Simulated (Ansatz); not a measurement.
Gas-phase electronic energies from Ansatz, PBE0-D4/def2-TZVP geometries. CCSD(T)/CBS adds triple-zeta CCSD(T) − MP2 to the extrapolated MP2 energy (def2 sets, frozen cores). This one scheme is used for every species, atoms too. DFT in def2-TZVPP. B3LYP here is the variant with VWN-RPA as its local correlation; programs differ in this. HSE06 is defined as in plane-wave codes. Open shells (•) are unrestricted, without spin–orbit coupling. Spin–orbit coupling would lower the free atoms: a little for Cl; clearly for Br. Bonds to Br, Zn are less sure, by a few kJ/mol each and by 10 to 20 or more in all where they break to atoms, as the def2 sets lack core-valence functions. Scalar relativity is left out up to krypton.

Consider the atomization: `[Cl][Zn][Br]` → Br• + Cl• + Zn (atom).

```csv
level,ΔE (kcal/mol)
PBE-D4,145.4
B3LYP-D4,136.3
HSE06-D4,147.1
ωB97M-V,145.2
B2PLYP,139.7
r2SCAN,150.7
CCSD/def2-SVP,130.0
SCS-MP2/def2-QZVPP,148.9
```

Question: What does CCSD(T)/CBS give? (An estimate is asked.)

Answer: Ansatz gave: +149.3 kcal/mol. The listed levels differ from it by -3.9, -13.0, -2.2, -4.1, -9.6, 1.4, -19.3, -0.4 kcal/mol.

Largest T1 diagnostic among the species: 0.017.

From BLYP to BHLYP (50 % exact exchange), in def2-TZVPP and without D4, ΔE moves by +5.9 kcal/mol. At CCSD(T), def2-SVP lies −17.7 kcal/mol from the extrapolated value and def2-TZVPP −9.6 kcal/mol: correlation converges slowly with the basis, and small sets miss more of it in the bonded molecule than in its fragments. In def2-TZVPP, CCSD(T) changes the Hartree–Fock value by +26.2 kcal/mol (the triples alone add +3.1 kcal/mol) and MP2 by +37.1 kcal/mol; breaking electron pairs costs correlation energy, which Hartree–Fock lacks.

For atomizations the MP2-based limit and the directly extrapolated one differ by several kJ/mol either way, and by 10 to 25 for some Ge, Se and Sn compounds, so smaller differences from it don't rank the levels.
